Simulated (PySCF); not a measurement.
Isomers of C4H6O3S. The calculation used TDDFT PBE0/def2-SVPD, vertical, gas phase, core orbitals frozen in the response in PySCF 2.14.0, density-fitted response routines. Geometries: GFN2-xTB; one conformer of each isolated species. Triplets are in the Tamm–Dancoff approximation.

A. `C1CC1=CS(=O)(O)=O`
B. `C=C(C=O)S(C)(=O)=O`
C. `O=S(=O)(O)[C@@H]1C=CC1`

Lowest singlet levels (six at most, fewer where fewer were computed) with oscillator strengths:

1. 181 nm (f 0.162); 173 nm (f 0.012); 171 nm (f 0.003); 167 nm (f 0.022); 162 nm (f 0.003); 161 nm (f 0.024); T1 4.24 eV
2. 205 nm (f 0.004); 188 nm (f 0.038); 184 nm (f 0.089); 180 nm (f 0.244); 175 nm (f 0.003); 163 nm (f 0.006); T1 4.36 eV
3. 341 nm (f 0.001); 258 nm (f 0.003); 246 nm (f 0.003); 220 nm (f 0.019); 208 nm (f 0.001); 197 nm (f 0.021); T1 3.11 eV

Task: Which spectrum belongs to which structure?

Result: 1 = C, 2 = A, 3 = B.
- A: S1 at 6.04 eV, HOMO-1→LUMO (71%), HOMO-2→LUMO (13%), HOMO→LUMO (13%); Löwdin shares by element: HOMO carbon 60% or more, oxygen 18% or more (atoms not listed hold the other 22%); LUMO carbon 60% or more, sulfur 8% (atoms not listed hold the other 32%); HOMO -8.58 and LUMO -1.24 eV.
- B: S1 at 3.63 eV, HOMO→LUMO (89%); Löwdin shares by element: HOMO oxygen 50% or more, carbon 24% or more (atoms not listed hold the other 26%); LUMO carbon 67% or more, oxygen 21% or more; HOMO -8.25 and LUMO -2.75 eV.
- C: S1 at 6.85 eV, HOMO→LUMO (88%); Löwdin shares by element: HOMO carbon 77% (atoms not listed hold the other 23%); LUMO carbon 70% or more, hydrogen 6% or more (atoms not listed hold the other 24%); HOMO -8.03 and LUMO -0.59 eV.
